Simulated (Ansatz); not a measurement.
Total energies of (KSH)2 ring (K2H2S2) from Ansatz at PBE-D4/def2-TZVP, gas phase (1 Eh = 27.2114 eV = 2625.5 kJ/mol). The reference geometry is relaxed at PBE0-D4/def2-SVP.

```xyz
6

K    -0.200    0.457   -1.980
S    -2.305    0.120    0.165
K     0.081    0.376    2.005
S     2.177    0.772   -0.138
H    -2.397   -1.229    0.144
H     2.644   -0.496   -0.196
```

```csv
state,geometry,energy (Eh)
charge 0 singlet,reference,-1996.81719
charge 1 doublet,reference,-1996.56603
free K atom (doublet),–,-599.69080
free S atom (triplet),–,-397.93833
free H atom (doublet),–,-0.49962
```

Task: Work out the vertical ionisation energy to the doublet.

Result: E(charge 1 doublet) − E(charge 0 singlet) = -1996.56603 − (-1996.81719) = 0.25116 Eh = 6.83 eV. For comparison, −ε of the highest occupied level is 4.22 eV at this level, 2.61 eV less.

Task: What is the binding energy per atom against free atoms?

Result: Atoms: 2 × (-599.69080) + 2 × (-397.93833) + 2 × (-0.49962) = -1996.25750 Eh. Binding: -1996.25750 − (-1996.81719) = 0.55969 Eh = 15.23 eV, or 2.54 eV for each of 6 atoms (no zero-point energy, no counterpoise term).
